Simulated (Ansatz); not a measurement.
C2H7GeN, SMILES `C[C](=N)[GeH3]`. Total charge 0; spin multiplicity 1. The geometry is a stationary point of PBE0-D4/def2-TZVP. It is one conformer, not always the lowest.

```xyz
11

C    -0.316    1.298   -0.812
C    -0.538    0.164    0.138
N    -1.647    0.067    0.743
Ge    0.946   -1.128    0.382
H     0.546    1.896   -0.499
H    -1.202    1.932   -0.855
H    -0.089    0.920   -1.814
H    -1.677   -0.744    1.361
H     2.202   -0.416    0.914
H     1.301   -1.805   -0.953
H     0.474   -2.184    1.395
```

**Question.** What is the dipole moment at ωB97M-V/def2-TZVPP? (Estimate.)

**Answer.** Ansatz gave: 1.65 D, with components (1.54, -0.47, -0.39) D in this frame, pointing from negative to positive charge.

**Question.** And with PBE, r2SCAN, B3LYP? (Best estimate.)

**Answer.** Ansatz gave: PBE 1.42 D, r2SCAN 1.50 D, B3LYP 1.57 D.

**Question.** Give the Mulliken charges with ωB97M-V, r2SCAN, PBE in def2-TZVPP. (An estimate is asked.)

**Answer.** The calculation gave: 
```
atom  ωB97M-V  r2SCAN    PBE
  C1    -0.28   -0.12  -0.21
  C2    -0.06   -0.01  -0.07
  N3    -0.20   -0.26  -0.18
 Ge4     0.01    0.08   0.04
  H5     0.12    0.06   0.10
  H6     0.11    0.07   0.09
  H7     0.12    0.06   0.10
  H8     0.12    0.16   0.16
  H9     0.02   -0.01  -0.01
 H10     0.02   -0.01  -0.01
 H11     0.02   -0.02  -0.01
```

B3LYP here is the variant with VWN-RPA as its local correlation; programs differ in this.
